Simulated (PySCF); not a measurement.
A search over the determinants of NaTl

Unrestricted PBE0; Na def2-SVPD, Tl def2-SVPD with ECP60; scalar-relativistic core potentials (PySCF 2.14). Outer shells of the fragments: Na 3s1; Tl 5d10 6s2 6p1.

Followed along the bond (rough minima from three points):

```
2Ms+1  unpaired  ⟨S²⟩ at the start  R at minimum (Å)  Te (eV)
    1      none               0.00              3.27     0.00
    3  σ ↑, π ↑               2.00              3.14     0.27
    1  σ ↑, π ↓               1.00              3.27     0.44
    3      σ ↑↑               2.00  none in the scan   ≤ 0.87
    3      π ↑↑               2.00  none in the scan   ≤ 1.37
```

Solutions found at the starting distance of 3.005 Å, counted from the lowest of them; the search is not exhaustive and high or unbound solutions are not listed, so other states can lie among these:

| 2Ms+1 | unpaired | term | E (eV) | ⟨S²⟩ | ⟨Lz²⟩ | μ (D) |
| --- | --- | --- | --- | --- | --- | --- |
| 1 | none | ¹Σ⁺ | 0.00 | 0.00 | 0.00 | -1.45 |
| 3 | σ ↑, π ↑ | ³Π | 0.22 | 2.00 | 1.00 | -3.74 |
| 1 | σ ↑, π ↓ | mixed | 0.41 | 1.00 | 1.00 | -3.29 |
| 3 | σ ↑↑ | ³Σ⁺ | 1.09 | 2.00 | 0.00 | 4.15 |
| 3 | π ↑↑ | ³Σ⁻ | 1.37 | 2.00 | 0.00 | -6.74 |
| 1 | π ↑↓ | mixed | 1.55 | 1.00 | 2.01 | -6.29 |
| 1 | none | mixed | 2.00 | 0.00 | 2.00 | -5.24 |
| 3 | π ↑↑ | mixed | 3.07 | 2.00 | 2.00 | 2.59 |
| 3 | σ ↑, δ ↑ | ³Δ | 3.95 | 2.00 | 4.00 | -7.26 |
| 1 | σ ↑, δ ↓ | mixed | 3.98 | 1.00 | 4.00 | -7.32 |

A term symbol is given only where ⟨S²⟩ and ⟨Lz²⟩ are close to those of a pure state; real π, δ and φ orbitals otherwise mix terms. A positive dipole means Na(−)Tl(+).

Problem. Compare the gap between the two lowest followed solutions at the starting distance with the gap between their minima.

Solution. At PBE0 the second solution (triplet, unpaired electrons σ ↑, π ↑) lies +0.22 eV from the first (singlet, closed shell) at 3.005 Å and +0.27 eV at the minima; the two curves relax by different amounts, since their minima lie near 3.14 and 3.27 Å.

These are scalar-relativistic numbers at best; spin–orbit coupling would shift them, the dissociation energy most. Counting both spins, an empty level lies below a filled one in some of these solutions, because spin and occupation are held.
